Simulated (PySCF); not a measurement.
**Question.** Give a PBE0-D3(BJ)/def2-SVP geometry of `F[C@@H]1C[C@@H]1O[SiH3]`.

**Answer.** 
```xyz
13
C3H7FOSi angstrom
F      0.1275    1.6248    0.5232
C     -0.7577    1.0712   -0.3488
C     -1.8023    0.1694    0.2154
C     -0.6391   -0.4100   -0.5431
O      0.3098   -1.1035    0.1715
Si     1.9237   -0.6896    0.3697
H     -0.9735    1.7344   -1.1925
H     -1.7577    0.0252    1.2982
H     -2.8025    0.1632   -0.2249
H     -0.8267   -0.8057   -1.5497
H      2.1668   -0.0328    1.6847
H      2.3754    0.1973   -0.7445
H      2.6809   -1.9729    0.3292
```

Any rigid rotation of these coordinates is as good. Atoms count from 1 in this order. The 3-membered ring C2–C3–C4 has internal angles of 59.5° to 60.4°. Si6 (oxygen-bound silicon) is distorted tetrahedral (angles from 105.8° to 111.7°). Of the pairs four or more bonds apart, F1···Si6 is among the closest relative to their van der Waals radii: 2.93 Å, 82 % of the sum of Bondi's values.

Bonds between heavy atoms (Å): F1–C2 1.360, C2–C3 1.491, C3–C4 1.505, C4–O5 1.376, O5–Si6 1.678, C2–C4 1.499.

Computed, not measured: PBE0-D3(BJ)/def2-SVP geometry optimisation, gas phase in PySCF 2.14.0.

Point group: C1 (no symmetry element, even within 0.4 Å). No frequency check. One conformer, not necessarily the lowest (C3–C4–O5–Si6 -116°).

Time: 2.7 min; peak memory 0.54 GiB. Hardware: one thread, Arm Neoverse N1 (aarch64), no GPU, shared host with 64 logical CPUs at a one-minute load of 57. This is the geometry optimisation.
